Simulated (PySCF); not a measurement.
# Working out the ionisation energy of Cl²⁺

Cl²⁺ [Ne] 3s2 3p3 (4S) → Cl³⁺ [Ne] 3s2 3p2 (3P). All numbers are calculated (PySCF 2.14, the non-relativistic Hamiltonian (point nucleus), in aug-cc-pwCVTZ (8s7p5d3f, 75 functions)). Frozen: [Ne]. Energies in hartree (1 hartree = 27.21139 eV):

```tsv
part	Cl²⁺ (lower)	Cl³⁺ (upper)
UHF	-458.223561	-456.791777
CCSD correlation	-0.119586	-0.097943
(T)	-0.003611	-0.002239
```

Question: What does Hartree-Fock give?

Answer: (-456.791777) − (-458.223561) = 1.431784 hartree = 38.961 eV.

Question: What do CCSD and CCSD(T) give?

Answer: The CCSD correlation energies differ by 0.021643 hartree = 0.589 eV and the triples by 0.001372 hartree = 0.037 eV, so CCSD gives 39.550 eV and CCSD(T) 39.587 eV.

A first-order spin-orbit estimate adds -0.099 eV to CCSD(T) (valence), giving 39.488 eV against 39.8 ± 0.11 eV (semi-empirical (NIST evaluation); NIST Atomic Spectra Database, ionization energies).

What remains against the reference includes basis incompleteness, the frozen core and higher excitations.
